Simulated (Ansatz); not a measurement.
Orthosilicic acid. The species carries charge 0 and has multiplicity 1. The geometry is a stationary point of PBE0-D4/def2-TZVP. It is one conformer, not always the lowest.

```xyz
9

O     0.309   -1.083   -1.179
Si    0.000    0.000    0.000
O     1.304   -0.002    0.980
O    -1.287   -0.328    0.947
O    -0.326    1.413   -0.747
H     0.787   -1.873   -0.922
H     1.179    0.355    1.860
H    -2.147   -0.090    0.598
H     0.181    1.607   -1.536
```

Question: What is the dipole moment at PBE/def2-TZVPP? (An estimate is asked.)

Answer: The calculation gave: 0.00 D, zero by symmetry or nearly so.

Question: Give the Mulliken charges with PBE, B3LYP, ωB97M-V in def2-TZVPP. (Estimate.)

Answer: Ansatz gave: 
| atom | PBE | B3LYP | ωB97M-V |
| --- | --- | --- | --- |
| O1 | -0.36 | -0.40 | -0.38 |
| Si2 | 0.63 | 0.80 | 0.78 |
| O3 | -0.36 | -0.40 | -0.38 |
| O4 | -0.36 | -0.40 | -0.38 |
| O5 | -0.36 | -0.40 | -0.38 |
| H6 | 0.20 | 0.20 | 0.19 |
| H7 | 0.20 | 0.20 | 0.19 |
| H8 | 0.20 | 0.20 | 0.19 |
| H9 | 0.20 | 0.20 | 0.19 |

B3LYP here is the variant with VWN-RPA as its local correlation; programs differ in this.
